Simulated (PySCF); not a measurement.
## Spinor energies of Zr⁺ (zirconium, charge +1)

Start: [Kr] 4d1 5s1 6s1; 4d5/2 filled at m_j = +5/2; 5s1/2 filled at m_j = +1/2; 6s1/2 filled at m_j = +1/2. Calculated with PySCF 2.14 in x2c-SVPall-2c with one added diffuse shell each of s, p, d type (7s9p7d1f, 76 functions): generalised Hartree-Fock with the X2C-1e Hamiltonian and a Gaussian nucleus; one run each with spin-orbit coupling (SO) switched off, then screened by Boettger's factors. This is a chosen level, not necessarily the ground level.

```tsv
spinor shell	electrons	ε, spin-free (eV)	ε, screened SO (eV)	weight of nominal j (screened SO)	rms radius, screened SO (bohr)
1s1/2	2	-18110.0	-18109.2	1.000	0.0426
2s1/2	2	-2593.3	-2593.1	1.000	0.176
2p1/2	2	-2308.8	-2368.1	1.000	0.154
2p3/2	4	-2308.8	-2280.8	1.000	0.158
3s1/2	2	-468.59	-468.57	1.000	0.488
3p1/2	2	-372.97	-382.82	1.000	0.489
3p3/2	4	-372.97	-368.34	1.000	0.499
3d3/2	4	-215.81	-217.28	0.998	0.494
3d5/2	6	-215.81	-214.84	0.999	0.497
4s1/2	2	-82.528	-82.543	1.000	1.29
4p3/2	4	-54.646	-54.158	0.961	1.45
4p1/2	2	-54.646	-55.753	0.921	1.43
4d5/2	1	-21.551	-21.488	1.000	2.10
5s1/2	1	-16.158	-16.164	1.000	3.60
6s1/2	1	-5.726	-5.727	0.998	7.82
```

| quantity | spin-free | screened SO |
| --- | --- | --- |
| E (hartree) | -3595.17876 | -3595.50647 |
| M_J | 7/2 | 7/2 |
| ⟨J²⟩ | 15.767 | 15.767 |
| ⟨L²⟩ | 6.016 | 6.023 |
| ⟨S²⟩ | 3.751 | 3.758 |

Each row is a mean over spinors that exchange with the open shell spreads, by up to 3.693 eV (4p3/2).

Breit and QED terms are absent; they matter most for the inner s and p1/2 levels.

Densities and radii are taken from the X2C orbitals without a picture-change correction, which distorts them close to the nucleus.

Without spin-orbit coupling the j labels of p, d and f shells carry no meaning; the spin-free column gives the mean over the occupied spinors of each nl shell.
